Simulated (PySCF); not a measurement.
Method: delta-SCF UKS SCAN, pcX-2 on the ionised atom, pcseg-1 elsewhere, spin-free X2C (PySCF). Geometries: PBE0-D3(BJ)/def2-SVP; isolated species, one conformer each. Values against the vacuum level.

Question: Order these sites by rising C 1s binding energy.
A. C1 in `[CH3:1][O:2][C:3](=[O:4])[O-:5]`
B. C3 in `[H]/[N:2]=[CH:3]\[C:4]#[N:5]`
C. C4 in `[CH3:1][CH2:2][CH2:3][CH2:4][NH:5][C:6]([CH3:7])=[O:8]`
D. C2 in `[F:1]/[CH:2]=[C:3](\[F:4])[SiH3:5]`

Answer: A (287.36 eV), C (291.51 eV), D (293.09 eV), B (294.11 eV).

The highest is bonded to N (double bond), C and H, the lowest to O and 3 H in a species of charge -1; the range is 6.75 eV.

1 of these hole states is spin-contaminated (⟨S²⟩ 0.88, against 0.75; counted from 0.85) and less certain. The basis sets have no added diffuse functions, a weakness for anions.
